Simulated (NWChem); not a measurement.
System meant: AlSi2H6F; SMILES [SiH3][Al]([F])[SiH3]

Input file for NWChem:

```
start job
memory heap 200 mb stack 900 mb global 1100 mb
geometry units angstroms noautoz
  Al    -0.451813     0.000184    -0.002915
  F     -2.122737    -0.002228    -0.010160
  Si     0.635125     2.213937     0.059481
  H      2.016196     2.152458    -0.502137
  H      0.756350     2.698454     1.467025
  H     -0.123224     3.244483    -0.705819
  Si     0.638029    -2.212495    -0.054738
  H      2.041940    -2.134852     0.444658
  H      0.697401    -2.737692    -1.451470
  H     -0.084643    -3.220737     0.772613
end
basis spherical
  * library def2-svp
end
dft
  odft
  mult 2
  xc xpbe96 cpbe96
  iterations 150
  mulliken
end
task dft energy
```

End of the output:

```
 Summary of "ao basis" -> "" (spherical)
 ------------------------------------------------------------------------------
       Tag                 Description            Shells   Functions and Types
 ---------------- ------------------------------  ------  ---------------------
 *                          def2-svp                  on all atoms

  pbe96 is a nonlocal functional; adding pw91lda local functional.

                                 NWChem DFT Module
                                 -----------------

 Summary of "ao basis" -> "ao basis" (spherical)
 ------------------------------------------------------------------------------
       Tag                 Description            Shells   Functions and Types
 ---------------- ------------------------------  ------  ---------------------
 Al                         def2-svp                 8       18   4s3p1d
 F                          def2-svp                 6       14   3s2p1d
 Si                         def2-svp                 8       18   4s3p1d
 H                          def2-svp                 3        5   2s1p

 Summary of "ao basis" -> "ao basis" (spherical)
 ------------------------------------------------------------------------------
       Tag                 Description            Shells   Functions and Types
 ---------------- ------------------------------  ------  ---------------------
 Al                         def2-svp                 8       18   4s3p1d
 F                          def2-svp                 6       14   3s2p1d
 Si                         def2-svp                 8       18   4s3p1d
 H                          def2-svp                 3        5   2s1p

  number of electrons :                   56
  multiplicity        :                    2
 ------------------------------------------------------------------------
  no. of electrons and multiplicity not compatible                  56
 ------------------------------------------------------------------------
 ------------------------------------------------------------------------
  current input line :
    25: task dft energy
 ------------------------------------------------------------------------
 ------------------------------------------------------------------------
 There is an error in the input file
 ------------------------------------------------------------------------
 For more information see the NWChem manual at https://nwchemgit.github.io

0: no. of electrons and multiplicity not compatible:Received an Error in Communication
```

Q: Can this run be used? If not, why, and what is the fix?

A: The input was rejected before any calculation. Cause: the multiplicity doesn't fit the number of electrons (an even count wants an odd multiplicity, and the reverse). This input runs:
```
start job
memory heap 200 mb stack 900 mb global 1100 mb
geometry units angstroms noautoz
  Al    -0.451813     0.000184    -0.002915
  F     -2.122737    -0.002228    -0.010160
  Si     0.635125     2.213937     0.059481
  H      2.016196     2.152458    -0.502137
  H      0.756350     2.698454     1.467025
  H     -0.123224     3.244483    -0.705819
  Si     0.638029    -2.212495    -0.054738
  H      2.041940    -2.134852     0.444658
  H      0.697401    -2.737692    -1.451470
  H     -0.084643    -3.220737     0.772613
end
basis spherical
  * library def2-svp
end
dft
  xc xpbe96 cpbe96
  iterations 150
  mulliken
end
task dft energy
```
It converges to -924.03186 Ha (PBE/def2-SVP).
